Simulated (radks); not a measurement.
Results of a calculation; reference values are marked as such.
The bismuth anion Bi-, configuration [Hg] 6p4. Code: a radial shooting solver on a logarithmic mesh with Libxc functionals. Model: scalar-relativistic Kohn-Sham, LDA (Slater exchange, Perdew-Wang correlation), spin-polarised, spherical densities, finite nucleus; open shells are filled with parallel spins first (spin-orbit coupling, left out, can overturn this in heavy ions); Fermi nuclear charge, rms radius 5.5211 fm; hard spherical wall at 3 bohr.

Normalised radial functions P(r) = r R(r), r in bohr:

```
   r/bohr * 6s up (the largest magnitude, 0.91, reaches the edge; | marks zero)
 0.001776                             | *
 0.002331                             | *
  0.00306                             |  *
 0.003984                             |  *
  0.00523                             |  *
 0.006865                             |  *
  0.00901                             |  *
  0.01183                             | *
   0.0154                             |*
  0.02021                            *|
  0.02653                          *  |
  0.03483                         *   |
  0.04535                        *    |
  0.05952                          *  |
  0.07813                             |*
   0.1026                             |    *
   0.1346                             |      *
   0.1753                             | *
   0.2301                       *     |
    0.302                   *         |
   0.3964                          *  |
   0.5161                             |        *
   0.6775                             |              *
   0.8892                             |     *
    1.167                  *          |
    1.532   *                         |
    1.995  *                          |
    2.619                *            |
```

6s up: eigenvalue 17.197 eV, 5 radial nodes at r = 0.0183, 0.0740, 0.191, 0.428, 0.987 bohr, <r> = 1.77 bohr, 90 % of the charge inside 2.37 bohr.
